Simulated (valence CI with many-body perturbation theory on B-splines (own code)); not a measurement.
Nd53+: E2, E3, M1, M2 decay

Method: configuration interaction combined with many-body perturbation theory (CI+MBPT): five valence electrons over a frozen Dirac-Fock core [He], a basis of 11 s, 11 p, 10 d, 8 f, 5 g, 2 h functions for each j, with the one-electron correlation potential Σ1, the two-electron term Σ2, the three-electron term Σ3, Breit, model QED; selected CI, second order for the rest, scaled by the run's own slope (own B-spline code, finite nucleus).

No measured spectrum was set against this ion. As an estimate, large intervals hold to a few tenths of a per cent, small ones and those within an open d or f shell to about a per cent. Among the levels kept, up to 7300 cm⁻¹ of a level comes from second order outside the variational space, and about a tenth of that is noise between levels of different J, which matters for small intervals.

Lines 1 to 50 of 77 in falling wavelength, among levels below 7631.1 eV, chosen from the decays that carry over 1 % of a level's rate. Wavelengths and rates use the calculated energies. Electric multipoles are in the length gauge with retardation, E1 and E2 with the static RPA response of the core. M1 uses the relativistic operator with retardation. S is in atomic units (e²a₀⁴ for E2 and M2, e²a₀⁶ for E3), for M1 in squared Bohr magnetons. Weak lines are less certain than strong ones. Lines between different terms over intervals too small for the method are left out, as are lines whose strength nearly cancels.

Levels are named by their leading jj configuration (3d3/2^4 stands for four electrons in 3d with j = 3/2), which in mixed levels can hold well under half, so a name can repeat and another be missing. Letters in brackets count levels of one name in rising energy.

```
λ vac (Å)                               Upper                               Lower  Type   A (s⁻¹)  S (a.u.)
    23.62          (2s^2 2p1/2 2p3/2^2) J=3/2          (2s^2 2p1/2^2 2p3/2) J=3/2    M1  1.42e+09  2.78e+00
    23.56                (2s^2 2p3/2^3) J=3/2          (2s^2 2p1/2 2p3/2^2) J=1/2    M1  3.50e+08  6.78e-01
    22.70          (2s^2 2p1/2 2p3/2^2) J=5/2          (2s^2 2p1/2^2 2p3/2) J=3/2    M1  2.40e+08  6.23e-01
    22.70          (2s^2 2p1/2 2p3/2^2) J=5/2          (2s^2 2p1/2^2 2p3/2) J=3/2    E2  3.52e+06  1.14e-04
    22.59          (2s^2 2p3/2^2 3d5/2) J=9/2      (2s^2 2p1/2 2p3/2 3d5/2) J=9/2    M1  6.44e+08  2.75e+00
    22.01                (2s^2 2p3/2^3) J=3/2          (2s^2 2p1/2 2p3/2^2) J=5/2    M1  4.22e+08  6.68e-01
    21.86          (2s^2 2p3/2^2 3d5/2) J=9/2  (2s^2 2p1/2 2p3/2 3d5/2) J=7/2 [a]    M1  5.66e+08  2.19e+00
    21.25          (2s^2 2p1/2 2p3/2^2) J=1/2          (2s^2 2p1/2^2 2p3/2) J=3/2    M1  8.69e+08  6.19e-01
    21.20                (2s^2 2p3/2^3) J=3/2          (2s^2 2p1/2 2p3/2^2) J=3/2    M1  1.71e+09  2.42e+00
    2.355      (2s^2 2p1/2 2p3/2 3d5/2) J=9/2            (2s 2p1/2 2p3/2^3) J=5/2    E2  6.70e+08  4.33e-07
    2.157  (2s^2 2p1/2 2p3/2 3p1/2) J=3/2 [a]          (2s^2 2p1/2 2p3/2^2) J=1/2    E2  7.57e+10  1.26e-05
    2.152      (2s^2 2p1/2 2p3/2 3p1/2) J=5/2          (2s^2 2p1/2 2p3/2^2) J=1/2    E2  1.38e+11  3.41e-05
    2.145      (2s^2 2p1/2 2p3/2 3p1/2) J=1/2          (2s^2 2p1/2 2p3/2^2) J=5/2    E2  1.58e+11  1.28e-05
    2.142  (2s^2 2p1/2 2p3/2 3p1/2) J=3/2 [b]          (2s^2 2p1/2 2p3/2^2) J=1/2    E2  5.94e+10  9.56e-06
    2.140          (2s^2 2p1/2^2 3p1/2) J=1/2          (2s^2 2p1/2^2 2p3/2) J=3/2    E2  7.35e+11  5.90e-05
    2.139      (2s^2 2p1/2 2p3/2 3p1/2) J=5/2          (2s^2 2p1/2 2p3/2^2) J=5/2    E2  4.20e+11  1.01e-04
    2.138          (2s^2 2p3/2^2 3p1/2) J=3/2                (2s^2 2p3/2^3) J=3/2    E2  1.52e+11  2.42e-05
    2.138      (2s^2 2p1/2 2p3/2 3p1/2) J=1/2          (2s^2 2p1/2 2p3/2^2) J=3/2    E2  2.36e+11  1.88e-05
    2.137          (2s^2 2p3/2^2 3p1/2) J=5/2                (2s^2 2p3/2^3) J=3/2    E2  5.03e+11  1.20e-04
    2.135  (2s^2 2p1/2 2p3/2 3p1/2) J=3/2 [a]          (2s^2 2p1/2 2p3/2^2) J=3/2    E2  4.59e+11  7.27e-05
    2.132          (2s^2 2p3/2^2 3d5/2) J=9/2            (2s 2p1/2 2p3/2^3) J=5/2    E2  1.81e+09  7.12e-07
    2.131      (2s^2 2p1/2 2p3/2 3p1/2) J=5/2          (2s^2 2p1/2 2p3/2^2) J=3/2    E2  1.04e+11  2.44e-05
    2.128  (2s^2 2p1/2 2p3/2 3p1/2) J=3/2 [b]          (2s^2 2p1/2 2p3/2^2) J=5/2    E2  4.14e+11  6.45e-05
    2.121          (2s^2 2p3/2^2 3p1/2) J=1/2                (2s^2 2p3/2^3) J=3/2    E2  4.16e+11  3.18e-05
    2.120  (2s^2 2p1/2 2p3/2 3p1/2) J=3/2 [b]          (2s^2 2p1/2 2p3/2^2) J=3/2    E2  2.28e+10  3.49e-06
    2.101      (2s 2p1/2 2p3/2^2 3p3/2) J=9/2            (2s 2p1/2 2p3/2^3) J=5/2    E2  1.18e+11  4.31e-05
    2.097  (2s^2 2p1/2 2p3/2 3p3/2) J=3/2 [a]          (2s^2 2p1/2 2p3/2^2) J=1/2    E2  2.47e+10  3.58e-06
    2.090      (2s 2p1/2^2 2p3/2 3p3/2) J=7/2          (2s 2p1/2^2 2p3/2^2) J=5/2    E2  2.32e+11  6.62e-05
    2.087  (2s 2p1/2^2 2p3/2 3p3/2) J=1/2 [b]          (2s 2p1/2^2 2p3/2^2) J=3/2    E2  4.17e+11  2.95e-05
    2.087          (2s^2 2p3/2^2 3p3/2) J=1/2                (2s^2 2p3/2^3) J=3/2    E2  1.02e+11  7.22e-06
    2.087  (2s^2 2p1/2 2p3/2 3p3/2) J=5/2 [b]          (2s^2 2p1/2 2p3/2^2) J=1/2    E2  1.44e+11  3.05e-05
    2.087  (2s^2 2p1/2 2p3/2 3p3/2) J=1/2 [a]          (2s^2 2p1/2 2p3/2^2) J=5/2    E2  7.01e+10  4.95e-06
    2.084          (2s^2 2p3/2^2 3p3/2) J=7/2                (2s^2 2p3/2^3) J=3/2    E2  1.18e+11  3.32e-05
    2.084  (2s^2 2p1/2 2p3/2 3p3/2) J=3/2 [a]          (2s^2 2p1/2 2p3/2^2) J=5/2    E2  1.55e+11  2.17e-05
    2.081      (2s^2 2p1/2 2p3/2 3p3/2) J=7/2          (2s^2 2p1/2 2p3/2^2) J=5/2    E2  2.53e+11  7.05e-05
    2.080          (2s^2 2p1/2^2 3p3/2) J=3/2          (2s^2 2p1/2^2 2p3/2) J=3/2    E2  3.68e+11  5.11e-05
    2.079  (2s^2 2p1/2 2p3/2 3p3/2) J=1/2 [a]          (2s^2 2p1/2 2p3/2^2) J=3/2    E2  2.17e+11  1.51e-05
    2.077  (2s^2 2p1/2 2p3/2 3p3/2) J=5/2 [a]          (2s^2 2p1/2 2p3/2^2) J=3/2    E2  1.56e+11  3.23e-05
    2.076  (2s^2 2p1/2 2p3/2 3p3/2) J=3/2 [a]          (2s^2 2p1/2 2p3/2^2) J=3/2    E2  8.27e+10  1.14e-05
    2.074      (2s^2 2p1/2 2p3/2 3p3/2) J=7/2          (2s^2 2p1/2 2p3/2^2) J=3/2    E2  2.91e+10  7.97e-06
    2.059  (2s 2p1/2^2 2p3/2 3p3/2) J=1/2 [b]          (2s 2p1/2^2 2p3/2^2) J=5/2    E2  1.36e+11  8.96e-06
    2.058  (2s 2p1/2 2p3/2^2 3d5/2) J=9/2 [b]            (2s 2p1/2 2p3/2^3) J=5/2    M2  1.90e+10  6.28e-06
    2.050      (2s 2p1/2^2 2p3/2 3d5/2) J=9/2          (2s 2p1/2^2 2p3/2^2) J=5/2    M2  1.29e+10  4.17e-06
    2.050      (2s 2p1/2^2 2p3/2 3d5/2) J=9/2          (2s 2p1/2^2 2p3/2^2) J=5/2    E3  7.21e+08  3.49e-06
    2.044          (2s^2 2p3/2^2 3d5/2) J=9/2                (2s^2 2p3/2^3) J=3/2    E3  5.09e+08  2.41e-06
    2.039      (2s^2 2p1/2 2p3/2 3d5/2) J=9/2          (2s^2 2p1/2 2p3/2^2) J=5/2    M2  1.27e+10  3.99e-06
    2.039      (2s^2 2p1/2 2p3/2 3d5/2) J=9/2          (2s^2 2p1/2 2p3/2^2) J=5/2    E3  7.75e+08  3.62e-06
    1.974      (2s 2p1/2^2 2p3/2 3d5/2) J=9/2          (2s^2 2p1/2 2p3/2^2) J=5/2    E2  1.58e+09  4.23e-07
    1.938          (2s^2 2p3/2^2 3d5/2) J=9/2          (2s 2p1/2^2 2p3/2^2) J=5/2    E2  4.10e+09  1.00e-06
    1.916  (2s 2p1/2 2p3/2^2 3p3/2) J=1/2 [b]          (2s 2p1/2^2 2p3/2^2) J=3/2    E2  2.47e+11  1.14e-05
```
